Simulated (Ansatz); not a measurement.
LaCu₄. Total charge 0; doublet. Geometry r2SCAN-D4/def2-SVP; atoms count from 1.

Cartesian coordinates in Å:
```
La 0.1948 -0.9051 -0.7635
Cu 2.1217 0.5457 0.6504
Cu -0.5938 0.7161 -2.7977
Cu 0.1037 0.3779 1.7500
Cu -1.8263 -0.7347 1.1608
```

In the def2 sets La takes a core potential; there is no spin–orbit coupling. Another isomer (doublet) lies 0.60 eV lower at PBE0-D4/def2-TZVP; other spin states weren't run for this one.

(1) Estimate the Mulliken populations from the PBE0/def2-TZVP orbitals of Ansatz.

(2) Where does the spin sit?

(3) And the Mayer bond orders between heavy atoms (over 0.3)?

Answers

(1) 
```json
{"atom": "La1", "charge (e)": "0.67", "spin (α − β)": "0.68", "d electrons": "1.59"}
{"atom": "Cu2", "charge (e)": "-0.17", "spin (α − β)": "0.10", "d electrons": "9.87"}
{"atom": "Cu3", "charge (e)": "-0.25", "spin (α − β)": "-0.01", "d electrons": "9.86"}
{"atom": "Cu4", "charge (e)": "-0.07", "spin (α − β)": "0.13", "d electrons": "9.83"}
{"atom": "Cu5", "charge (e)": "-0.17", "spin (α − β)": "0.10", "d electrons": "9.87"}
```
Mulliken values depend strongly on the basis.

(2) Summed by element: La 0.68, Cu 0.32, of 1 unpaired in all. Largest on single atoms: La1 0.68, Cu4 0.13, Cu5 0.10.

(3) La1–Cu2 0.79 (2.80 Å); La1–Cu3 1.13 (2.72 Å); La1–Cu4 0.52 (2.82 Å); La1–Cu5 0.79 (2.80 Å); Cu2–Cu4 0.49 (2.30 Å); Cu4–Cu5 0.49 (2.30 Å).
